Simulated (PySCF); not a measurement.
## Li₂X across group 16

Level: PBE0, basis family def2-TZVP, scalar-relativistic core potentials from Rb on and no relativity for lighter atoms.

Each entry is the lowest minimum that a search over a few typed start shapes (and spin states, where more than one is plausible) found, or that minimum re-optimised at the stated level; isomers with ligand–ligand bonds, or fragments after loss of a ligand pair, can lie lower. Open shells are unrestricted; no spin–orbit coupling; PySCF with density fitting.

| molecule | 2S+1 | point group | mean bond to the central atom (Å) | lowest ω (cm⁻¹) | atomisation (kJ/mol) | polar-tensor charge of the central atom | highest ω (cm⁻¹) |
| --- | --- | --- | --- | --- | --- | --- | --- |
| Li₂O | ? | ? | ? | ? | ? | ? | ? |
| Li₂S | 1 | C2v | 2.069 | 57 | 590 | -1.26 | 678 |
| Li₂Te | 1 | C2v | 2.425 | 111 | 488 | -1.04 | 486 |

Task: Fill in the row of Li₂O.

Result: 2S+1: 1; point group: D∞h; mean bond to the central atom (Å): 1.605; lowest ω (cm⁻¹): 138; atomisation (kJ/mol): 670; polar-tensor charge of the central atom: -1.43; highest ω (cm⁻¹): 1066.

Left out of the table are members whose search was unfinished or whose lowest solution was spin-contaminated, unstable, very soft or bonded differently.
